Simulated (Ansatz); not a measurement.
Li5H5 was relaxed with r2SCAN-D4 (def2-TZVP) in Ansatz in these states: neutral quintet, neutral singlet, neutral triplet. The geometries follow in no particular order.

A:

```xyz
10

Li   -1.708    0.048    1.223
Li   -0.026    1.528   -0.439
Li    0.035   -1.572   -0.240
Li   -1.772   -0.115   -1.230
Li    1.564    0.137    1.608
H     2.718   -0.333    0.258
H    -1.757   -1.363    0.073
H     2.708    0.464    0.207
H     0.046   -0.087   -1.361
H    -1.809    1.293   -0.100
```

B:

Cartesian coordinates in Å:
```
Li 1.019 1.352 -0.244
Li -1.168 0.165 1.020
Li -0.622 -1.896 -1.384
Li 1.294 -1.542 1.049
Li -1.373 0.943 -1.646
H 0.446 0.048 -1.742
H 0.259 -0.231 -0.959
H -0.762 1.567 -0.081
H 0.201 -0.483 2.211
H 0.706 0.078 1.778
```

C:

```xyz
10

Li    1.064   -0.895   -0.862
Li   -0.351    0.009    1.548
Li   -0.740    0.706   -1.279
Li   -1.269   -1.515   -0.332
Li    1.418    1.768    0.662
H     1.054    0.968   -0.842
H    -0.460   -1.000   -1.852
H     0.689    1.317    2.101
H    -1.669    0.180    0.205
H     0.266   -1.538    0.651
```

Problem. Judge from the bond lengths which geometry belongs to which state (an estimate).

Solution. A is the neutral triplet (Li1–H6 4.546 Å, Li3–H9 1.861 Å, Li1–Li3 2.793 Å); B is the neutral quintet (Li1–H6 2.067 Å, Li3–H9 3.950 Å, Li1–Li3 3.814 Å); C is the neutral singlet (Li1–H6 1.863 Å, Li3–H9 1.828 Å, Li1–Li3 2.448 Å).

At PBE0-D4/def2-TZVP a singlet lies 2.43 eV below the neutral triplet. At PBE0-D4/def2-TZVP a singlet lies 5.54 eV below the neutral quintet. In the triplet, H6 and H8 lie 0.80 Å apart (atoms count from 1), so H2 has formed as a molecule. In the quintet, H6 and H7 lie 0.85 Å apart, H9 and H10 lie 0.87 Å apart (atoms count from 1), so H2 has formed as a molecule. These are the stationary points nearest to one start from a short search; other shapes may lie lower in each state.
